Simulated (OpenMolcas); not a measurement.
# Computed transition rates of Sn

| Item | Value |
| --- | --- |
| Program | OpenMolcas |
| Method | SS-CASPT2, IPEA 0.25 Eh, imaginary shift 0.1 Eh (closed shells correlated: 4d 5s) |
| Basis | ANO-RCC-VQZP [8s7p5d3f2g] |
| Scalar Hamiltonian | DKH2, point nucleus |
| Active space | 2 electrons in 3 orbitals (5p) |
| State averaging | 2S+1 = 3 even, 3 roots; 2S+1 = 1 even, 6 roots |
| Spin-orbit coupling | RASSI with atomic mean-field integrals over the reference wave functions, term energies averaged over their components |

Rates come from the transition moments of the reference wave functions (E1 and E2 in the length form). At fixed line strength A goes as λ^-3 for E1 and M1 and as λ^-5 for E2, so a rate at the computed wavelength can be rescaled to the measured one. Measured vacuum wavelengths follow from level energies in NIST Handbook of Basic Atomic Spectroscopic Data. Branching counts decays inside the model space alone, at computed energies, and the table is only a selection of the E2 and M1 lines, drawn from those between levels with measured partners whose computed energy lies within a factor of 1.5 of the measured one.

```tsv
Upper	Lower	Type	λ computed (nm)	λ measured (nm)	A computed (s-1)	A rescaled (s-1)	Branching %
5s2 5p2 1S0	5s2 5p2 3P1	M1	655.7	646.4	5.45e+00		75.4
5s2 5p2 1S0	5s2 5p2 1D2	E2	1185	1170	1.21e+00	1.29e+00	16.8
5s2 5p2 1S0	5s2 5p2 3P2	E2	732.6	728.1	5.60e-01		7.8
5s2 5p2 1D2	5s2 5p2 3P2	M1	1918	1929	4.08e-01		54.6
5s2 5p2 1D2	5s2 5p2 3P1	M1	1468	1445	3.29e-01		44.0
5s2 5p2 3P1	5s2 5p2 3P0	M1	6784	5911	5.62e-02	8.50e-02	100.0
5s2 5p2 3P2	5s2 5p2 3P1	M1	6248	5761	5.13e-02	6.54e-02	99.2
5s2 5p2 1D2	5s2 5p2 3P2	E2	1918	1929	6.19e-03		0.8
5s2 5p2 3P2	5s2 5p2 3P0	E2	3253	2917	3.95e-04	6.81e-04	0.8
```

Spin-changing lines and M1 lines between different terms are not rescaled, since their strength hangs on the term gaps too.

The largest correction is for 5s2 5p2 3P2 → 5s2 5p2 3P0 (E2): 3.95e-04 × (3253 / 2917)^5 = 6.81e-04 s-1, a factor of 1.72.

No measured rate stands beside these. Rescaling mends the energy factor alone: line strengths can still be far off where a level mixes with configurations outside the active space, and weak or spin-changing lines hang on small mixing coefficients that depend on the term gaps too, so rescaling need not improve them.

CASPT2 breaks the degeneracy within a term, and the mean is taken; among the terms shown or strongly mixed into the levels shown the widest spread is 76 cm-1 (5s2 5p2 1D). With the s shell closed, the reference lacks s² → p² mixing. Measured partners are found by configuration, term and J. A level has none where our copy of the source lacks it or the pairing is in doubt (some pairs that miss far off the trend of their configuration count as doubtful). Only configurations of the active space appear.
